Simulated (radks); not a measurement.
The nuclear charge of neutral germanium is varied continuously with 32 electrons held in [Ar] 3d10 4s2 4p2. Calculated with a radial shooting solver on a logarithmic mesh with Libxc functionals: Dirac Kohn-Sham, PBE, spin-unpolarised, spherical densities, point nucleus; open shells fill j = l - 1/2 first. By the Hellmann-Feynman theorem dE/dZ = E(electron-nucleus)/Z, the electronic potential at the nucleus.

| Z | E (hartree) | E(electron-nucleus)/Z (hartree) | HOMO | e(HOMO) (eV) | <r> HOMO (bohr) |
|---|---|---|---|---|---|
| 31.8 | -2067.41661 | -156.950 | 4p1/2 | -2.443 | 3.065 |
| 31.9 | -2083.14538 | -157.626 | 4p1/2 | -3.175 | 2.962 |
| 32 | -2098.94169 | -158.301 | 4p1/2 | -3.947 | 2.871 |
| 32.1 | -2114.80547 | -158.975 | 4p1/2 | -4.757 | 2.789 |
| 32.2 | -2130.73666 | -159.649 | 4p1/2 | -5.602 | 2.715 |
| 32.3 | -2146.73520 | -160.322 | 4p1/2 | -6.481 | 2.648 |
| 32.4 | -2162.80106 | -160.995 | 4p1/2 | -7.392 | 2.586 |
| 32.5 | -2178.93420 | -161.668 | 4p1/2 | -8.334 | 2.528 |
| 32.6 | -2195.13457 | -162.340 | 4p1/2 | -9.306 | 2.475 |
| 32.7 | -2211.40217 | -163.012 | 4p1/2 | -10.307 | 2.425 |
| 32.8 | -2227.73695 | -163.684 | 4p1/2 | -11.336 | 2.378 |
| 32.9 | -2244.13889 | -164.355 | 4p1/2 | -12.393 | 2.334 |
| 33 | -2260.60799 | -165.027 | 4p1/2 | -13.477 | 2.292 |

The central difference of E at Z = 32 is -158.300 hartree, to compare with the third column; the second derivative is -6.75 hartree.
